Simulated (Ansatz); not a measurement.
Total energies of Ge(vinyl)Cl3 (C2H3Cl3Ge) from Ansatz at PBE0-D4/def2-TZVP, gas phase (1 Eh = 27.2114 eV = 2625.5 kJ/mol). The reference geometry is relaxed at PBE0-D4/def2-SVP.

| atom | x (Å) | y (Å) | z (Å) |
| --- | --- | --- | --- |
| Ge1 | 0.3163 | -1.1727 | 0.1386 |
| C2 | -0.0716 | 0.5292 | -0.6535 |
| C3 | -0.4558 | 1.5741 | 0.0815 |
| H4 | 0.0362 | 0.6026 | -1.7413 |
| H5 | -0.5648 | 1.5065 | 1.1689 |
| H6 | -0.6769 | 2.5420 | -0.3806 |
| Cl7 | 0.0888 | -1.0716 | 2.2691 |
| Cl8 | 2.3186 | -1.8060 | -0.2873 |
| Cl9 | -0.9908 | -2.7040 | -0.5954 |

```csv
state,geometry,energy (Eh)
charge 0 singlet,reference,-3535.00923
charge 1 doublet,reference,-3534.61451
free Ge atom (triplet),–,-2076.65516
free C atom (triplet),–,-37.80537
free H atom (doublet),–,-0.50104
free Cl atom (doublet),–,-459.99739
```

**Question.** Work out the vertical ionisation energy to the doublet.

**Answer.** E(charge 1 doublet) − E(charge 0 singlet) = -3534.61451 − (-3535.00923) = 0.39472 Eh = 10.74 eV. For comparison, −ε of the highest occupied level is 8.87 eV at this level, 1.87 eV less.

**Question.** What is the binding energy per atom against free atoms?

**Answer.** Atoms: 1 × (-2076.65516) + 2 × (-37.80537) + 3 × (-0.50104) + 3 × (-459.99739) = -3533.76119 Eh. Binding: -3533.76119 − (-3535.00923) = 1.24804 Eh = 33.96 eV, or 3.77 eV for each of 9 atoms (no zero-point energy, no counterpoise term).
